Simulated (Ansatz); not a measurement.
Compare A (`CCB(N)O`) with its isomer B (`COBCN`).

Isolated molecules relaxed with PBE0-D4/def2-TZVP in Ansatz; ΔE leaves out vibrations. CCSD(T)/CBS is the MP2 limit (def2-TZVPP, def2-QZVPP) plus CCSD(T) − MP2 in def2-TZVPP, frozen cores. Functionals use def2-TZVPP. One conformer a species, not always the lowest.

(1) Which isomer does CCSD(T)/CBS put lower? Give the gap. (Best estimate.)

(2) Give E(B) − E(A) in kJ/mol with PBE0-D4, PBE-D4, HF/def2-TZVPP, r2SCAN-D4, MP2/def2-TZVPP, CCSD/def2-TZVPP, B2PLYP. (An estimate is asked.)

Largest T1 diagnostic: 0.012.

## Answers

(1) Ansatz gave: A, by 237.3 kJ/mol.

(2) The calculation gave: PBE0-D4 235.1, PBE-D4 230.0, HF/def2-TZVPP 225.2, r2SCAN-D4 238.4, MP2/def2-TZVPP 245.0, CCSD/def2-TZVPP 234.8, B2PLYP 232.7. None reverses the order clearly.

From PBE to PBE0 (25 % exact exchange), in def2-TZVPP and without D4, E(B) − E(A) moves by +5.4 kJ/mol. In def2-TZVPP, CCSD(T) changes the Hartree–Fock value by +9.9 kJ/mol (the triples alone add +0.3 kJ/mol) and MP2 by +19.8 kJ/mol.
